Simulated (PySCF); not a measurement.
A structure optimised at PBE-D3(BJ)/def2-SVP, used in a PySCF frequency run:

```
C
C 1 1.3477
F 2 1.3459 1 121.17
H 2 1.1008 3 114.12 1 180.00
C 1 1.4931 2 125.66 4 180.00
H 5 1.1063 1 109.97 2 0.00
H 5 1.1098 6 108.92 1 121.65
H 5 1.1098 6 108.92 7 116.70
Cl 1 1.7498 2 117.71 4 0.00
```
Charge 0, spin multiplicity 1.

**Question.** Write its SMILES, formula and point group.

**Answer.** C/C(Cl)=C\F, C3H4ClF, Cs

**Question.** What are its rotational constants (standard atomic weights)?

**Answer.** 7.6744, 2.3871, 1.8421 GHz
